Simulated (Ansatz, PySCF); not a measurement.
Gas-phase reaction R1 + R2 → P1 + P2, each structure at its B3LYP-D3(BJ)/def2-TZVP stationary point, reached from a drawn start (curvature not checked).
R1: C2H6Zn (SMILES [CH3][Zn][CH3]), charge 0, multiplicity 1.
P1: CH4 (SMILES C), charge 0, multiplicity 1.
R2, NH3 (SMILES N) (charge 0, multiplicity 1):
| atom | x (Å) | y (Å) | z (Å) |
|---|---|---|---|
| N | 0.0000 | 0.0000 | 0.2791 |
| H | 0.0000 | 0.9428 | -0.0931 |
| H | 0.8165 | -0.4714 | -0.0931 |
| H | -0.8165 | -0.4714 | -0.0931 |
P2: CH5NZn (SMILES [CH3][Zn][NH2]), charge 0, multiplicity 1.

P less R. No zero-point or thermal terms; no spin–orbit coupling.

Cores are frozen in the correlated methods. CBS: X⁻³ extrapolation of the correlation energy, Hartree–Fock from the larger set.

The values were computed with Ansatz (Gaussian basis) for Hartree–Fock, density functionals and correlated methods; PySCF for the D3/D4 terms. No computed number here is a measurement.

Task: Give the reaction energy at the level PBE-D4/def2-TZVPP.

Result: -36 kJ/mol

Task: Give the reaction energy at the level CCSD(T)/CBS(def2-TZVPP, def2-QZVPP).

Result: -41 kJ/mol

Task: What is the computed reaction energy (revPBE-D4/def2-TZVPP)?

Result: -36 kJ/mol

Ansatz is a first-principles code.
